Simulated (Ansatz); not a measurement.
Cost and result for the atomization energy of C₂H₄BFOSe, SMILES `B[C@@H]1O[C@@]1(F)[SeH]` (10 atoms, 10 bonds).

```xyz
10

B    -1.532    0.840   -0.269
C    -0.433   -0.190   -0.594
O    -0.401   -1.454    0.170
C     0.552   -0.548    0.458
F     0.454    0.047    1.667
Se    2.369   -1.093    0.073
H    -2.257    0.682    0.662
H    -1.617    1.810   -0.960
H    -0.060   -0.320   -1.607
H     2.924    0.226    0.399
```

Total charge 0; spin multiplicity 1. Correlated methods include outer-core shells of Se, which these sets cover unevenly. Scalar relativity is left out up to krypton. All single points use the PBE0-D4/def2-TZVP geometry. It is one conformer, not always the lowest. Program: Ansatz. All runs use 4 threads of an Arm Neoverse V1 on a shared host. Times are those of one run each, without the atoms' runs, and a repeat can differ threefold. Electronic energies, without spin–orbit coupling; frozen cores. CCSD(T)/CBS adds CCSD(T) − MP2 in def2-TZVPP to the MP2 limit, and its time is that of the two runs behind it. T1 = 0.012. With those shells the extrapolation isn't a true limit. B3LYP takes the VWN-RPA correlation (the form of Gaussian; ORCA's B3LYP/G).

CCSD(T)/CBS is a level of theory with its own doubt, some kJ/mol a heavy atom from the limit and from the frozen cores, so smaller differences don't rank the functionals.

```csv
level,functions,wall time
PBE-D4/def2-TZVPP (with forces),259,3.4 s
PBE0-D4/def2-TZVPP,259,4.4 s
r2SCAN-D4/def2-TZVPP (with forces),259,7 s
B3LYP-D4/def2-TZVPP (with forces),259,7 s
B2PLYP/def2-TZVPP,259,9 s
ωB97X-V/def2-TZVPP,259,11 s
ωB97M-V/def2-TZVPP (with forces),259,18 s
MP2/def2-QZVPP,494,36 s
CCSD(T)/def2-TZVPP,259,7.3 min
CCSD(T)/CBS(def2),–,7.9 min
```

Problem. What atomization energy does each give, and how far from CCSD(T)/CBS? (Best estimate.)

Solution. The calculation gave: 
```json
{"level": "PBE-D4/def2-TZVPP (with forces)", "atomization (kcal/mol)": "914.4", "difference from CCSD(T)/CBS": "40.0", "per bond": "4.0"}
{"level": "PBE0-D4/def2-TZVPP", "atomization (kcal/mol)": "886.0", "difference from CCSD(T)/CBS": "11.6", "per bond": "1.2"}
{"level": "r2SCAN-D4/def2-TZVPP (with forces)", "atomization (kcal/mol)": "887.0", "difference from CCSD(T)/CBS": "12.6", "per bond": "1.3"}
{"level": "B3LYP-D4/def2-TZVPP (with forces)", "atomization (kcal/mol)": "875.5", "difference from CCSD(T)/CBS": "1.1", "per bond": "0.1"}
{"level": "B2PLYP/def2-TZVPP", "atomization (kcal/mol)": "866.5", "difference from CCSD(T)/CBS": "-7.9", "per bond": "-0.8"}
{"level": "ωB97X-V/def2-TZVPP", "atomization (kcal/mol)": "881.9", "difference from CCSD(T)/CBS": "7.5", "per bond": "0.7"}
{"level": "ωB97M-V/def2-TZVPP (with forces)", "atomization (kcal/mol)": "879.9", "difference from CCSD(T)/CBS": "5.5", "per bond": "0.6"}
{"level": "MP2/def2-QZVPP", "atomization (kcal/mol)": "892.8", "difference from CCSD(T)/CBS": "18.4", "per bond": "1.8"}
{"level": "CCSD(T)/def2-TZVPP", "atomization (kcal/mol)": "849.7", "difference from CCSD(T)/CBS": "-24.7", "per bond": "-2.5"}
{"level": "CCSD(T)/CBS(def2)", "atomization (kcal/mol)": "874.4", "difference from CCSD(T)/CBS": "0.0", "per bond": "0.0"}
```

The D4 term adds +8.6 kcal/mol with B3LYP and +4.5 kcal/mol with PBE0; it sums over pairs of atoms, weighted by their polarisabilities, and B3LYP, whose exchange is more repulsive, gets the larger term. In def2-TZVPP, CCSD(T) changes the Hartree–Fock value by +250.9 kcal/mol (the triples alone add +19.1 kcal/mol) and MP2 by +279.5 kcal/mol; breaking electron pairs costs correlation energy, which Hartree–Fock lacks. From PBE to PBE0 (25 % exact exchange), in def2-TZVPP and without D4, the atomization energy moves by −27.5 kcal/mol: exact exchange takes away binding that semilocal exchange gives to molecules.
